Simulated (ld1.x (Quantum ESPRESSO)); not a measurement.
# Pb (Z = 82): one change to a TM potential, before and after

lead (Pb), norm-conserving Troullier–Martins (Kleinman–Bylander form), made with ld1.x (Quantum ESPRESSO) 7.5 (PBEsol, fully relativistic). Core [Xe] 4f14, reference 5d10 6s2 6p2. Waves: 6p (bound): rc 2.70 bohr; 5d (bound): rc 1.75 bohr; 6s (bound): rc 2.15 bohr. Local part: the s channel. Core correction: Bessel-smoothed model core inside 1.30 bohr.

Open shells are filled in proportion to 2j + 1 (rel_dist='average').

All-electron outer shells of the reference configuration (PBEsol, scalar-relativistic, ld1.x):

```csv
shell,level (eV),outermost node (bohr),outermost maximum (bohr)
4f,-132.94,–,0.35
5p,-85.81,0.49,0.88
5d,-21.16,0.52,1.07
6s,-12.10,1.01,1.95
6p,-3.52,1.18,2.63
```

Change: all radii but the core radius scaled by about 1.11 (s 2.38, p 2.98, d 1.94 bohr).

Cutoffs: the cutoffs (Ry, on a coarse ladder) from which the occupation-weighted sum of valence levels, in a spherical-Bessel basis at the reference potential, stays within 10 and 1 mRy of its value at 400 Ry; they do not see the model core or the augmentation charge, which bear on the density cutoff. Errors are all-electron minus pseudo energies relative to the spin-unpolarised reference configuration.

How do hardness, ghosts and transferability respond?

The potential gets softer (55 Ry and 90 Ry → 50 Ry and 80 Ry); of the 7 tests that both files solve, the error grows in 3 and shrinks in 1 by more than 15 % and 0.3 meV (median size 2.8 → 1.1 meV); neither file shows a bound ghost. A larger radius leaves more room for a smooth pseudo-wave, so fewer plane waves are needed.

| quantity | base | changed |
| --- | --- | --- |
| cutoff, loose | 55 Ry | 50 Ry |
| cutoff, tight | 90 Ry | 80 Ry |
| loose cutoff by channel (10 mRy a level) | p 8 Ry, d 45 Ry, s 18 Ry | p 6 Ry, d 45 Ry, s 10 Ry |
| bound ghosts | none | none |
| error for 5d10 6s2 6p1, meV [ΔE 6.72 eV] | -0.2 | -0.2 |
| error for 5d10 6s2 6p0, meV [ΔE 20.33 eV] | -7.9 | -9.9 |
| error for 5d10 6s1 6p0, meV [ΔE 52.81 eV] | -28 | -35 |
| error for 5d10 6s2 6p1.5, meV [ΔE 2.56 eV] | 0.0 | 0.0 |
| error for 5d10 6s2 6p2.3, meV [ΔE -0.84 eV] | -0.1 | -0.1 |
| error for 5d10 6s0 6p0, meV [ΔE 95.51 eV] | -92 | -120 |
| error for 5d10 6s1 6p3, meV [ΔE 8.60 eV] | -2.8 | -1.1 |
